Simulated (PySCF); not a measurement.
Species: C5H9BO2.
Structure used (PBE0-D3(BJ)/def2-SVP), in Å, numbered top down from 1:
```xyz
17
C5H9BO2 angstrom
C     -1.586   -0.818   -1.155
C     -1.112   -0.810    0.276
C     -1.667    0.186    1.296
C     -0.299    0.291    0.785
C      0.866    0.935    0.725
B      2.022    0.442   -0.198
O      1.846   -0.673   -0.961
O      3.227    1.086   -0.289
H     -2.501   -1.418   -1.271
H     -1.800    0.205   -1.500
H     -0.804   -1.233   -1.809
H     -0.867   -1.800    0.682
H     -2.406    0.920    0.951
H     -1.825   -0.156    2.325
H      0.983    1.832    1.350
H      2.635   -0.859   -1.482
H      3.277    1.863    0.273
```

Computed with PySCF at B3LYP/def2-SVPD, non-relativistic, on one gas-phase PBE0-D3(BJ)/def2-SVP geometry that isn't relaxed in the solvent. The solvent is an IEF-PCM continuum (van der Waals radii × 1.2), and excitations are vertical TDDFT with non-equilibrium linear response and a frozen core. The model holds no explicit solvent molecules, cavitation or dispersion.

Gas-phase singlets (H = HOMO, L = LUMO):

```json
{"state": "S1", "E (eV)": "5.469", "λ (nm)": "227", "f": "0.001", "leading configuration": "H-1→L 98%"}
{"state": "S2", "E (eV)": "5.946", "λ (nm)": "209", "f": "0.012", "leading configuration": "H-2→L 95%"}
{"state": "S3", "E (eV)": "6.227", "λ (nm)": "199", "f": "0.308", "leading configuration": "H→L 67%"}
{"state": "S4", "E (eV)": "6.326", "λ (nm)": "196", "f": "0.140", "leading configuration": "H→L+1 72%"}
{"state": "S5", "E (eV)": "6.813", "λ (nm)": "182", "f": "0.019", "leading configuration": "H-1→L+1 97%"}
```

Q: What are the lowest 5 singlets in benzene (ε = 2.271)?

A: 
```
state  E (eV)  λ (nm)      f  leading configuration  change by rank (eV)
   S1   5.446     228  0.002              H-1→L 98%               -0.023
   S2   5.925     209  0.044              H-2→L 89%               -0.021
   S3   6.112     203  0.525                H→L 84%               -0.115
   S4   6.379     194  0.028              H→L+1 96%               +0.053
   S5   6.856     181  0.021            H-1→L+1 97%               +0.043
```

Q: How do the frontier levels move from gas to benzene?

A: 
```json
{"orbital": "LUMO+2", "gas (eV)": "0.73", "solvent (eV)": "0.86", "change (eV)": "+0.13"}
{"orbital": "LUMO+1", "gas (eV)": "-0.14", "solvent (eV)": "-0.05", "change (eV)": "+0.09"}
{"orbital": "LUMO", "gas (eV)": "-0.87", "solvent (eV)": "-0.85", "change (eV)": "+0.02"}
{"orbital": "HOMO", "gas (eV)": "-7.24", "solvent (eV)": "-7.23", "change (eV)": "+0.01"}
{"orbital": "HOMO-1", "gas (eV)": "-7.66", "solvent (eV)": "-7.63", "change (eV)": "+0.03"}
{"orbital": "HOMO-2", "gas (eV)": "-8.09", "solvent (eV)": "-8.06", "change (eV)": "+0.03"}
{"orbital": "HOMO-3", "gas (eV)": "-8.95", "solvent (eV)": "-8.95", "change (eV)": "0.00"}
```

The HOMO–LUMO gap goes from 6.37 to 6.38 eV.
